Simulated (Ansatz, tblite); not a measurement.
Removing an electron: Cu(PH3)(SH) (CuPH4S). The state is a singlet with charge 0. Geometry: PBE-D4/def2-TZVP. Ansatz, gas phase; energy differences of separate SCF runs; the oxidised species was run as a doublet alone.

Cartesian coordinates in Å:
```
Cu -0.2224 0.8359 -0.3381
P 0.0566 -1.2498 0.1683
H 1.3570 -1.8268 0.1493
H -0.5961 -2.2390 -0.6171
H -0.3376 -1.7383 1.4453
S -0.5465 2.8755 -0.8846
H 0.2890 3.3425 0.0769
```

The xTB rows come from tblite.

```
              level  −HOMO (eV)  vertical IE (eV)  −LUMO (eV)  HOMO–LUMO gap (eV)
           GFN1-xTB        9.87             13.23        6.79                3.09
           GFN2-xTB        8.85             12.49        6.88                1.97
   PBE-D4/def2-TZVP        4.76              7.93        1.74                3.03
r2SCAN-D4/def2-TZVP        4.95              7.91        1.53                3.42
  PBE0-D4/def2-TZVP        5.79              7.92        0.90                4.89
```

 Raw xTB energy differences between charge states are shifted by several eV; the methods need an empirical correction for them.
